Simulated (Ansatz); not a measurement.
O₃ (SMILES O=[O+][O-]), singlet, at a GFN2-xTB geometry; MP2/def2-SVPD (Ansatz, a first-principles code).

Here is a job for Ansatz.
Ansatz 0.2 input:
```yaml
crystal:
  periodic: [false, false, false]
  atoms:
    - {symbol: O, position_ang: [-0.06945708, 1.07326302, -0.18881454]}
    - {symbol: O, position_ang: [0.00362457, -0.00592030, 0.40975419]}
    - {symbol: O, position_ang: [0.06583251, -1.06734272, -0.22093965]}
basis:
  gaussian:
    orbitals: def2-SVPD
magnetization: {spin_polarized: false}
correlation: {method: mp2}
```

What the program printed (banner, timings and long lists left out):

```
Functional definition: HF
671 factors; integrals over basis functions are off by at most 6.5e-4 eV
mean field evaluation 1: about -6093.9395 eV, gradient 4.7e1 eV
mean field evaluation 2: about -6093.9486 eV, gradient 4.7e1 eV
mean field evaluation 4: about -6097.6603 eV, gradient 3.3e0 eV
mean field evaluation 8: about -6097.7098 eV, gradient 1.6e-1 eV
mean field -6097.71010469 eV, -224.0867131710 hartree, gradient 2.2e-6 eV, S^2 0.000000; 0 other end points of the search recorded, 0 dependent functions left out; unrestricted orbitals would lower it
mean field evaluation 16: about -6097.6810 eV, gradient 1.0e1 eV
unrestricted determinant -6099.65445442 eV, -224.1581667057 hartree, S^2 0.8951
3 core orbitals not correlated
reference -6097.71010469 eV, -224.0867131710 hartree; 9, 9 occupied and 57, 57 virtual orbitals, 671 factors
second order -17.39478193 eV of doubles, -0.00000000 eV of singles
Total energy: -6115.10488662 eV, -224.7259596165 hartree
```
